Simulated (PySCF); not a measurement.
# Correlation energy of N(2+) (nitrogen, charge +2)

[He] 2s2 3d1, 2D determinant (an excited configuration). Computed with PySCF 2.14 in aug-cc-pVQZ-DK (6s5p4d3f2g, 80 functions), with the spin-free X2C one-electron Hamiltonian (Gaussian nucleus). Frozen: 1s2; 3 electrons correlated.

| level | correlation energy (mhartree) |
| --- | --- |
| CCSD | -94.22 |
| (T) | -1.30 |
| CCSD(T) | -95.52 |

Diagnostics: T1 = 0.0065, D1 = 0.0102, largest double amplitude 0.153.

Task: Is a single reference adequate?

Result: Not fully. The outer electron is Rydberg-like, and this basis confines it to a smaller radius and binds it less than a complete one would. A double-excitation amplitude exceeds 0.15, a sign of near-degeneracy.
